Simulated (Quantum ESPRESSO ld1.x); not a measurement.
The silver ion Ag2+, configuration [Kr] 4d8.5 5p0.5 (fractional occupations, a model configuration). Method: Dirac Kohn-Sham, PBEsol, spin-unpolarised, spherical densities, point nucleus; open shells fill j = l - 1/2 first; computed with ld1.x of Quantum ESPRESSO 7.5.

Normalised radial functions P(r) = r R(r) (large component), r in bohr:

r           4d3/2    5p1/2
0.002554   0.0000   0.0020
0.003934   0.0001   0.0038
0.006059   0.0003   0.0075
0.009408   0.0009   0.0148
0.01449    0.0028   0.0284
0.02232    0.0086   0.0520
0.03466    0.0260   0.0870
0.05339    0.0704   0.1206
0.08224    0.1679   0.1159
0.1277     0.3321   0.0196
0.1967     0.4748  -0.1399
0.303      0.3755  -0.1720
0.4704    -0.1398   0.0801
0.7246    -0.7612   0.3067
1.116     -0.9347   0.0688
1.733     -0.6101  -0.4502
2.669     -0.2266  -0.6574
4.112     -0.0395  -0.4010
6.384     -0.0020  -0.0909
9.834     0.0000  -0.0052

4d3/2: eigenvalue -31.859 eV, 1 radial node at r = 0.428 bohr, <r> = 1.28 bohr, 90 % of the charge inside 2.00 bohr. 5p1/2: eigenvalue -15.595 eV, 3 radial nodes at r = 0.135, 0.423, 1.19 bohr, <r> = 2.95 bohr, 90 % of the charge inside 4.33 bohr.
